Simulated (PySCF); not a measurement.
Run record: geometry optimisation, [AlCl3(PMe3)], `C[P+](C)(C)[Al-]([Cl])([Cl])[Cl]`.

Method: PBE0-D3(BJ)/def2-SVP geometry optimisation, gas phase (PySCF 2.14.0). Start geometry: GFN2-xTB. The command runs a driver script over a list of jobs; the input below is this job's line of settings and its coordinates in Å.

Command:
```bash
OMP_NUM_THREADS=1 python probes_run.py task.json out
```

Input:
```
{"job": {"xc": "PBE0", "basis": "def2-SVP", "d3": "d3bj", "grid": 1, "shake": 0.01, "kind": "geom"}, "charge": 0, "multiplicity": 1}
C     -1.133110     1.337120     0.421610
P     -0.018190    -0.008220     0.004100
C     -1.095920    -1.155200    -0.944180
C      0.226840    -0.856350     1.604290
Al     2.116820     0.672140    -1.148450
Cl     1.300040     1.555660    -2.811000
Cl     2.875110     1.913720     0.322080
Cl     2.980640    -1.175760    -1.348460
H     -0.643840     2.069250     1.093410
H     -1.429640     1.879880    -0.488880
H     -2.057850     0.980600     0.916880
H     -1.970830    -1.393530    -0.366400
H     -0.543720    -2.052320    -1.152490
H     -1.362050    -0.685830    -1.875190
H      0.729200    -0.215370     2.290110
H     -0.774750    -1.104620     2.042010
H      0.784750    -1.749340     1.450730
```

Problem. Estimate the output.

Solution. 
```
step   0  E = -2082.85969620  max force = 0.038995
step   1  E = -2082.87096884  max force = 0.007065
step   2  E = -2082.87145126  max force = 0.002290
step   3  E = -2082.87148338  max force = 0.001692
step   4  E = -2082.87146215  max force = 0.001076
step   5  E = -2082.87145613  max force = 0.000543
step   6  E = -2082.87145916  max force = 0.000661
step   7  E = -2082.87146429  max force = 0.000620
step   8  E = -2082.87146966  max force = 0.000551
step   9  E = -2082.87147492  max force = 0.000485
step  10  E = -2082.87148273  max force = 0.000379
optimisation converged
```

Energies in Eh; «max force» is the largest Cartesian gradient component in Eh/bohr.

Problem. How much energy does the optimisation release, in eV?

Solution. E(step 0) − E(last step) = 0.011787 Eh, which is 0.321 eV.

Problem. Give the first gradient maximum in eV/Å.

Solution. With 1 Eh/bohr = 51.422 eV/Å, 2.005 eV/Å.

Summary of the converged run: final energy -2082.87148 Eh after 10 steps; dipole 7.35 D.

Problem. Where do the atoms end?

Solution. 0.119 Å rms from the input after alignment:
```
atom  x, y, z in Å
C1    -1.1712    1.3313    0.4674
P2    -0.0688   -0.0519    0.0504
C3    -1.0250   -1.1957   -0.9885
C4     0.2979   -0.9225    1.6028
Al5    1.8857    0.7655   -1.0596
Cl6    0.9913    1.6536   -2.7759
Cl7    2.6231    2.1273    0.4004
Cl8    3.0050   -1.0112   -1.3786
H9    -0.6168    2.0287    1.1123
H10   -1.4245    1.8582   -0.4642
H11   -2.0880    0.9944    0.9727
H12   -1.9418   -1.5401   -0.4882
H13   -0.3870   -2.0568   -1.2360
H14   -1.2779   -0.6782   -1.9253
H15    0.8479   -0.2357    2.2625
H16   -0.6165   -1.2719    2.1041
H17    0.9521   -1.7775    1.3776
```

Problem. How long does this job take on one thread, Arm Neoverse V2 (aarch64), shared host? And the peak memory of the process?

Solution. About 2.9 min, with 0.80 GiB resident at the peak, the Python interpreter and its libraries included.
Labels such as C1 count atoms from 1, the log's own numbers from 0.
